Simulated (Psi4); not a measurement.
Psi4 input (wB97X-D/6-311+G**):

```
memory 1500 MB

molecule {
0 2
F    -0.67566500   -0.86675400   -1.05113900
C    -0.53150000   -0.06471900   -0.00882400
F    -0.72804300   -0.73213900    1.11651500
Cl    0.93072800    0.86931500   -0.03149700
symmetry c1
no_reorient
no_com
}

set {
  basis 6-311+G**
  reference uks
  scf_type pk
  dft_radial_points 99
  dft_spherical_points 590
  e_convergence 1e-8
  d_convergence 1e-7
  maxiter 150
}

e = energy('wb97x-d')
print_out(f'\nFINAL {e:.10f} DIPOLE {variable("CURRENT DIPOLE")[0]:.6f} {variable("CURRENT DIPOLE")[1]:.6f} {variable("CURRENT DIPOLE")[2]:.6f}\n')
```

Output:

```
   => Loading Basis Set <=

    Name: 6-311+G**
    Role: ORBITAL
    Keyword: BASIS
    atoms 1, 3 entry F          line   192 file 6-311pgss.gbs
    atoms 2    entry C          line   129 file 6-311pgss.gbs
    atoms 4    entry CL         line   468 file 6-311pgss.gbs

   => WB97X-D: Empirical Dispersion <=

    Chai and Head-Gordon Dispersion Correction
    Chai, J.-D.; Head-Gordon, M. (2010), J. Chem. Phys., 132: 6615-6620

        s6 =       1.000000

         ---------------------------------------------------------
                                   SCF
               by Justin Turney, Rob Parrish, Andy Simmonett
                          and Daniel G. A. Smith
                              UKS Reference
         ---------------------------------------------------------

  ==> Geometry <==

    Molecular point group: c1
    Full point group: C1

    Geometry (in Angstrom), charge = 0, multiplicity = 2:

       Center              X                  Y                   Z               Mass
    ------------   -----------------  -----------------  -----------------  -----------------
         F           -0.675665000000    -0.866754000000    -1.051139000000    18.998403162730
         C           -0.531500000000    -0.064719000000    -0.008824000000    12.000000000000
         F           -0.728043000000    -0.732139000000     1.116515000000    18.998403162730
         CL           0.930728000000     0.869315000000    -0.031497000000    34.968852682000

  Running in c1 symmetry.

  Rotational constants: A =      0.36342  B =      0.16329  C =      0.11506 [cm^-1]
  Rotational constants: A =  10895.16800  B =   4895.37125  C =   3449.32983 [MHz]
  Nuclear repulsion =  156.900920999648122

  Charge       = 0
  Multiplicity = 2
  Electrons    = 41
  Nalpha       = 21
  Nbeta        = 20

  ==> Algorithm <==

  SCF Algorithm Type is PK.
  DIIS enabled.
  MOM disabled.
  Fractional occupation disabled.
  Guess Type is SAD.
  Energy threshold   = 1.00e-08
  Density threshold  = 1.00e-07
  Integral threshold = 1.00e-12

  ==> Primary Basis <==

  Basis Set: 6-311+G**
    Blend: 6-311+G**
    Number of shells: 44
    Number of basis functions: 96
    Number of Cartesian functions: 100
    Spherical Harmonics?: true
    Max angular momentum: 2

  ==> DFT Potential <==

   => LibXC <=

    Version 7.1.2
    S. Lehtola, C. Steigemann, M. J. T. Oliveira, and M. A. L. Marques,  SoftwareX 7, 1–5 (2018) (10.1016/j.softx.2017.11.002)

   => Composite Functional: WB97X-D <=

    wB97X-D Hyb-GGA Exchange-Correlation Functional

    J.-D. Chai and M. Head-Gordon,  Phys. Chem. Chem. Phys. 10, 6615–6620 (2008) (10.1039/B810189B)

    Deriv               =              1
    GGA                 =           TRUE
    Meta                =          FALSE

    Exchange Hybrid     =           TRUE
    MP2 Hybrid          =          FALSE

   => Exchange-Correlation Functionals <=

    1.0000   wB97X-D range-separated functional

   => Exact (HF) Exchange <=

    0.7780            HF,LR [omega = 0.2000]
    0.2220               HF

   => LibXC Density Thresholds  <==

    XC_HYB_GGA_XC_WB97X_D:  1.00E-14

   => Molecular Quadrature <=

    Radial Scheme          =       TREUTLER
    Pruning Scheme         =           NONE
    Nuclear Scheme         =       TREUTLER

    Blocking Scheme        =         OCTREE
    BS radius alpha        =              1
    Pruning alpha          =              1
    Radial Points          =             99
    Spherical Points       =            590
    Total Points           =         227331
    Total Blocks           =           1734
    Max Points             =            256
    Max Functions          =             91
    Weights Tolerance      =       1.00E-15

  ==> Integral Setup <==

  Using in-core PK algorithm.
   Calculation information:
      Number of atoms:                   4
      Number of AO shells:              44
      Number of primitives:             83
      Number of atomic orbitals:       100
      Number of basis functions:        96

      Integral cutoff                 1.00e-12
      Number of threads:                 1

  Performing in-core PK
  Using 32524488 doubles for integral storage.
  We computed 425384 shell quartets total.
  Whereas there are 490545 unique shell quartets.

  Computing range-separated integrals for PK
  We computed 425384 wK shell quartets total.
  Whereas there are 490545 wK unique shell quartets.

  ==> DiskJK: Disk-Based J/K Matrices <==

    J tasked:                  Yes
    K tasked:                  Yes
    wK tasked:                 Yes
    Omega:               2.000E-01
    Schwarz Cutoff:          1E-12


  Cached 50.0% of DFT collocation blocks in 0.243 [GiB].

  Minimum eigenvalue in the overlap matrix is 1.2252780877E-03.
  Reciprocal condition number of the overlap matrix is 1.8447355739E-04.
    Using symmetric orthogonalization.

  ==> Pre-Iterations <==

  SCF Guess: Superposition of Atomic Densities via on-the-fly atomic UHF (no occupation information).

   -------------------------
    Irrep   Nso     Nmo
   -------------------------
     A         96      96
   -------------------------
    Total      96      96
   -------------------------

  ==> Iterations <==

                        Total Energy        Delta E     RMS |[F,P]|

   @UKS iter SAD:  -697.64315731892464   -6.97643e+02   0.00000e+00
   @UKS iter   1:  -697.87458068115188   -2.31423e-01   4.41846e-03 DIIS/ADIIS
   @UKS iter   2:  -697.86828185137563    6.29883e-03   4.89457e-03 DIIS/ADIIS
   @UKS iter   3:  -697.92881244723014   -6.05306e-02   3.98278e-04 DIIS/ADIIS
   @UKS iter   4:  -697.92948809981840   -6.75653e-04   1.14370e-04 DIIS/ADIIS
   @UKS iter   5:  -697.92960812215279   -1.20022e-04   4.58454e-05 DIIS
   @UKS iter   6:  -697.92962846823957   -2.03461e-05   1.97246e-05 DIIS
   @UKS iter   7:  -697.92963350890238   -5.04066e-06   6.54606e-06 DIIS
   @UKS iter   8:  -697.92963431663884   -8.07736e-07   1.71851e-06 DIIS
   @UKS iter   9:  -697.92963438326399   -6.66251e-08   5.59731e-07 DIIS
   @UKS iter  10:  -697.92963438989932   -6.63533e-09   1.77841e-07 DIIS
   @UKS iter  11:  -697.92963439067194   -7.72616e-10   5.41095e-08 DIIS
  Energy and wave function converged.

  ==> Post-Iterations <==

   Electrons on quadrature grid:
      Nalpha   =   21.0000000162 ; deviation = 1.616e-08
      Nbeta    =   20.0000000196 ; deviation = 1.960e-08
      Ntotal   =   41.0000000358 ; deviation = 3.576e-08

   @Spin Contamination Metric:   2.822572687E-03
   @S^2 Expected:                7.500000000E-01
   @S^2 Observed:                7.528225727E-01
   @S   Expected:                5.000000000E-01
   @S   Observed:                5.000000000E-01

    Orbital Energies [Eh]
    ---------------------

    Alpha Occupied:

       1A   -101.766634     2A    -24.879442     3A    -24.879438
       4A    -10.531078     5A     -9.635333     6A     -7.385152
       7A     -7.375103     8A     -7.374012     9A     -1.435547
      10A     -1.372824    11A     -1.007154    12A     -0.804599
      13A     -0.707217    14A     -0.669302    15A     -0.665497
      16A     -0.580609    17A     -0.553840    18A     -0.550473
      19A     -0.463488    20A     -0.446154    21A     -0.347253

    Alpha Virtual:

      22A      0.066596    23A      0.080182    24A      0.099358
      25A      0.107238    26A      0.107267    27A      0.137605
      28A      0.143591    29A      0.154544    30A      0.228754
      31A      0.229896    32A      0.245241    33A      0.301766
      34A      0.315556    35A      0.344421    36A      0.367185
      37A      0.378199    38A      0.402366    39A      0.403497
      40A      0.452188    41A      0.485941    42A      0.524165
      43A      0.538912    44A      0.564473    45A      0.650304
      46A      0.652770    47A      0.803407    48A      0.913892
      49A      0.918481    50A      0.947483    51A      0.984514
      52A      1.004577    53A      1.176291    54A      1.282118
      55A      1.294314    56A      1.320617    57A      1.377817
      58A      1.432536    59A      1.486169    60A      1.538599
      61A      1.542342    62A      1.651252    63A      1.849318
      64A      1.850132    65A      1.938102    66A      1.956025
      67A      2.322865    68A      2.341462    69A      2.498168
      70A      2.708556    71A      3.020848    72A      3.062582
      73A      3.799233    74A      3.810074    75A      3.816768
      76A      3.826165    77A      3.869195    78A      4.041990
      79A      4.056049    80A      4.247759    81A      4.533964
      82A      4.947627    83A      6.328720    84A      6.333536
      85A      6.382601    86A      6.405027    87A      6.483443
      88A      6.824739    89A      9.782339    90A     23.524273
      91A     25.900480    92A     25.940294    93A     26.357725
      94A     66.832136    95A     66.839922    96A    215.846354

    Beta Occupied:

       1A   -101.765655     2A    -24.876476     3A    -24.876468
       4A    -10.517347     5A     -9.634259     6A     -7.383355
       7A     -7.373304     8A     -7.373060     9A     -1.426109
      10A     -1.364859    11A     -0.997396    12A     -0.787149
      13A     -0.697299    14A     -0.659912    15A     -0.630155
      16A     -0.564713    17A     -0.549221    18A     -0.538292
      19A     -0.449993    20A     -0.444034

    Beta Virtual:

      21A     -0.037215    22A      0.075816    23A      0.090746
      24A      0.104604    25A      0.112000    26A      0.117136
      27A      0.140867    28A      0.150821    29A      0.163976
      30A      0.233535    31A      0.250971    32A      0.268070
      33A      0.304435    34A      0.318408    35A      0.346119
      36A      0.371330    37A      0.381244    38A      0.406262
      39A      0.406367    40A      0.452716    41A      0.491503
      42A      0.527048    43A      0.541140    44A      0.587647
      45A      0.660835    46A      0.669238    47A      0.815038
      48A      0.920764    49A      0.923283    50A      0.955827
      51A      0.995703    52A      1.012073    53A      1.190052
      54A      1.289609    55A      1.305946    56A      1.324640
      57A      1.386201    58A      1.440600    59A      1.489426
      60A      1.561530    61A      1.562656    62A      1.700651
      63A      1.862375    64A      1.872155    65A      1.952054
      66A      1.962450    67A      2.330524    68A      2.343833
      69A      2.505419    70A      2.770320    71A      3.036934
      72A      3.078340    73A      3.805834    74A      3.817004
      75A      3.825078    76A      3.833402    77A      3.874113
      78A      4.052724    79A      4.066479    80A      4.253380
      81A      4.542047    82A      4.954745    83A      6.333949
      84A      6.342565    85A      6.390558    86A      6.408929
      87A      6.487559    88A      6.830892    89A      9.783309
      90A     23.548767    91A     25.901025    92A     25.940360
      93A     26.358031    94A     66.834384    95A     66.842167
      96A    215.847205

    Final Occupation by Irrep:
              A
    DOCC [    20 ]
    SOCC [     1 ]
    NA   [    21 ]
    NB   [    20 ]

  @UKS Final Energy:  -697.92963439067194

   => Energetics <=

    Nuclear Repulsion Energy =            156.9009209996481218
    One-Electron Energy =               -1276.3731773659874307
    Two-Electron Energy =                 460.8051611114518664
    DFT Exchange-Correlation Energy =     -39.2622929059084882
    Empirical Dispersion Energy =          -0.0002462298760984
    VV10 Nonlocal Energy =                  0.0000000000000000
    Total Energy =                       -697.9296343906719358

  UHF NO Occupations:
  HONO-2 :   19  A 1.9997351
  HONO-1 :   20  A 1.9992119
  HONO-0 :   21  A 1.0000000
  LUNO+0 :   22  A 0.0007881
  LUNO+1 :   23  A 0.0002649
  LUNO+2 :   24  A 0.0001384
  LUNO+3 :   25  A 0.0000929

Computation Completed

Properties will be evaluated at   0.000000,   0.000000,   0.000000 [a0]

Properties computed using the SCF density matrix

 Multipole Moments:

 ------------------------------------------------------------------------------------
     Multipole            Electronic (a.u.)      Nuclear  (a.u.)        Total (a.u.)
 ------------------------------------------------------------------------------------

 L = 1.  Multiply by 2.5417464519 to convert [e a0] to [Debye]
 Dipole X            :          0.0898752            0.0000076            0.0898828
 Dipole Y            :          0.1602704            0.0000076            0.1602780
 Dipole Z            :         -0.0077659           -0.0000170           -0.0077829
 Magnitude           :                                                    0.1839253

 ------------------------------------------------------------------------------------

FINAL -697.9296343907 DIPOLE 0.089883 0.160278 -0.007783

*** Psi4 exiting successfully. Buy a developer a beer!
```

The geometry given is a B3LYP-D3(BJ)/def2-TZVP minimum.
